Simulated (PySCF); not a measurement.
CdClI, SMILES [Cl][Cd][I].

The structure is a stationary point at PBE0-D3(BJ)/def2-TZVP. The def2 effective core potentials stand for the cores of Cd, I; spin–orbit coupling is left out.

Calculation: PySCF with TDA-B3LYP/def2-SVPD.

Vertical excitations; the highest root listed may be one member of a degenerate set.  State labels are in the subgroup C2v.

```csv
state,symmetry,energy (eV),λ (nm),f,main pairs
S1,B1,4.11,301,0.009,HOMO→LUMO (degenerate set)
S2,B2,4.11,301,0.009,HOMO−1→LUMO (degenerate set)
S3,B1,5.09,244,0.017,HOMO−2→LUMO (degenerate set)
S4,B2,5.09,244,0.017,HOMO−3→LUMO (degenerate set)
S5,A2,5.69,218,0.000,"HOMO→LUMO+1 50 %, HOMO−1→LUMO+2 50 %"
S6,A1,5.72,217,0.027,"HOMO−4→LUMO 41 %, HOMO→LUMO+2 29 %, HOMO−1→LUMO+1 29 %"
S7,A2,5.73,217,0.000,"HOMO−1→LUMO+2, HOMO→LUMO+1 (degenerate set)"
S8,A1,5.73,217,0.000,"HOMO−1→LUMO+1, HOMO→LUMO+2 (degenerate set)"
S9,A1,6.64,187,0.077,"HOMO−5→LUMO 45 %, HOMO−2→LUMO+2 24 %, HOMO−3→LUMO+1 24 %"
S10,A2,6.68,186,0.000,"HOMO−2→LUMO+1 50 %, HOMO−3→LUMO+2 50 %"
T1,B1,3.78,328,0,HOMO→LUMO (degenerate set)
T2,B2,3.78,328,0,HOMO−1→LUMO (degenerate set)
T3,B1,4.75,261,0,HOMO−2→LUMO (degenerate set)
T4,B2,4.75,261,0,HOMO−3→LUMO (degenerate set)
```
Triplets are in the Tamm–Dancoff approximation.
